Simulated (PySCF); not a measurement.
C₂H₅O₂, charge +1. Atoms are numbered in the order given.

```xyz
9

C     -0.3962    -1.4720     0.0000
O      0.6986    -0.4916     0.0000
C      0.5336     0.7570     0.0000
O     -0.5730     1.3906     0.0000
H     -0.9899    -1.3455    -0.9168
H      0.1038    -2.4455     0.0000
H     -0.9899    -1.3455     0.9168
H      1.4423     1.3765     0.0000
H     -1.3943     0.8576     0.0000
```
Charge +1, spin multiplicity 1.

Geometry: B3LYP-D3(BJ)/def2-SVP. The isomer is the one that the SMILES or the coordinates give; other isomers of the formula were not compared. Other conformers were not sampled.

These are B3LYP/def2-TZVPD in PySCF values and carry that method's errors.

Mulliken values depend strongly on the basis, most of all with diffuse functions as here. ESP charges are fitted to the potential on shells at 1.4 to 2.0 van der Waals radii. Atomic charges (e):

| atom | Mulliken | ESP fit |
|---|---|---|
| C1 | -0.74 | -0.16 |
| O2 | -0.18 | -0.20 |
| C3 | 0.41 | 0.57 |
| O4 | -0.30 | -0.36 |
| H5 | 0.40 | 0.16 |
| H6 | 0.25 | 0.22 |
| H7 | 0.40 | 0.16 |
| H8 | 0.39 | 0.17 |
| H9 | 0.39 | 0.45 |
